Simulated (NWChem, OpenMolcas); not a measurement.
**IF (iodine monofluoride): the dipole moment, rung by rung**

IF: 2 atoms, total charge 0, spin state singlet. As SMILES, `FI`. Geometry: the measured bond length.

```xyz
2

F     0.0000    0.0000    0.0000
I     0.0000    0.0000    1.9098
```

Quantity: the dipole moment, in D. The values are calculated.

| level | kind | program | value (D) | CPU time |
| --- | --- | --- | --- | --- |
| HF/def2-TZVP (core potential) | Hartree–Fock | OpenMolcas | 2.37 | 5.2 s |
| SVWN5/def2-TZVP (core potential) | LDA | NWChem | 1.84 | 24 s |
| B97-D (no dispersion term)/def2-TZVP (core potential) | GGA | OpenMolcas | 1.81 | 4.5 s |
| TPSS/def2-TZVP (core potential) | meta-GGA | OpenMolcas | 1.76 | 17 s |
| r2SCAN/def2-TZVP (core potential) | meta-GGA | NWChem | 1.81 | 35 s |
| B3LYP/def2-TZVP (core potential) | global hybrid | NWChem | 1.97 | 29 s |
| PBE0/def2-TZVP (core potential) | global hybrid | NWChem | 1.94 | 29 s |
| wB97X/def2-TZVP (core potential) | range-separated hybrid | NWChem | 2.07 | 72 s |

The values span 1.76 to 2.37 D. CPU times are rough (shared hosts, several kinds of processor): they show what a rung costs within a factor of a few.
